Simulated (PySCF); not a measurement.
Species: C₃H₆BNO₂.
SMILES: `C(=O)OCC#[N+][BH3-]`

Level: PBE0/def2-SVPD in PySCF, non-relativistic, on one gas-phase PBE0-D3(BJ)/def2-SVP geometry that isn't relaxed in the solvent. The solvent is an IEF-PCM continuum (van der Waals radii × 1.2), and excitations are vertical TDDFT with non-equilibrium linear response and a frozen core. Specific hydrogen bonds and non-electrostatic terms are outside this model.

Gas-phase singlets (H = HOMO, L = LUMO):

```csv
state,E (eV),λ (nm),f,leading configuration
S1,5.078,244,0.004,H→L 88%
S2,5.423,229,0.056,H-1→L 69%
S3,5.724,217,0.007,H-1→L+2 80%
S4,5.900,210,0.000,H-2→L+1 53%
S5,6.020,206,0.010,H→L+1 88%
```

Q: Give the list for acetone (ε = 20.49), n² = 1.85.

A: 
```
state  E (eV)  λ (nm)      f  leading configuration  change by rank (eV)
   S1   5.758     215  0.006                H→L 93%               +0.680
   S2   6.031     206  0.015            H-2→L+1 47%               +0.608
   S3   6.096     203  0.072              H-1→L 56%               +0.372
   S4   6.386     194  0.011            H-1→L+2 57%               +0.486
   S5   6.959     178  0.352              H→L+1 58%               +0.939
```

Q: How does the list change in dimethylsulfoxide (ε = 46.83)?

A: 
```json
{"state": "S1", "E (eV)": "5.786", "λ (nm)": "214", "f": "0.006", "leading configuration": "H→L 92%", "change by rank (eV)": "+0.708"}
{"state": "S2", "E (eV)": "6.038", "λ (nm)": "205", "f": "0.010", "leading configuration": "H-2→L+1 49%", "change by rank (eV)": "+0.615"}
{"state": "S3", "E (eV)": "6.117", "λ (nm)": "203", "f": "0.083", "leading configuration": "H-1→L 61%", "change by rank (eV)": "+0.393"}
{"state": "S4", "E (eV)": "6.412", "λ (nm)": "193", "f": "0.012", "leading configuration": "H-1→L+2 54%", "change by rank (eV)": "+0.512"}
{"state": "S5", "E (eV)": "6.964", "λ (nm)": "178", "f": "0.329", "leading configuration": "H-2→L 43%", "change by rank (eV)": "+0.944"}
```

Q: How do the frontier levels move from gas to dimethylsulfoxide?

A: 
```json
{"orbital": "LUMO+2", "gas (eV)": "-0.76", "solvent (eV)": "-0.42", "change (eV)": "+0.34"}
{"orbital": "LUMO+1", "gas (eV)": "-1.12", "solvent (eV)": "-0.57", "change (eV)": "+0.55"}
{"orbital": "LUMO", "gas (eV)": "-1.46", "solvent (eV)": "-1.09", "change (eV)": "+0.37"}
{"orbital": "HOMO", "gas (eV)": "-7.89", "solvent (eV)": "-8.34", "change (eV)": "-0.45"}
{"orbital": "HOMO-1", "gas (eV)": "-7.93", "solvent (eV)": "-8.38", "change (eV)": "-0.45"}
{"orbital": "HOMO-2", "gas (eV)": "-9.61", "solvent (eV)": "-9.12", "change (eV)": "+0.49"}
{"orbital": "HOMO-3", "gas (eV)": "-10.58", "solvent (eV)": "-10.05", "change (eV)": "+0.53"}
```

The HOMO–LUMO gap goes from 6.43 to 7.25 eV. Rows go by rank; for LUMO, LUMO+1 and LUMO+2 the atom shares or the degeneracy differ between the runs, so the row needn't follow one orbital.

The values belong to the conformer `[BH3-:1][N+:2]#[C:3][CH2:4][O:5][CH:6]=[O:7]`: C3–C4–O5–C6 91°, C4–O5–C6–O7 0°.
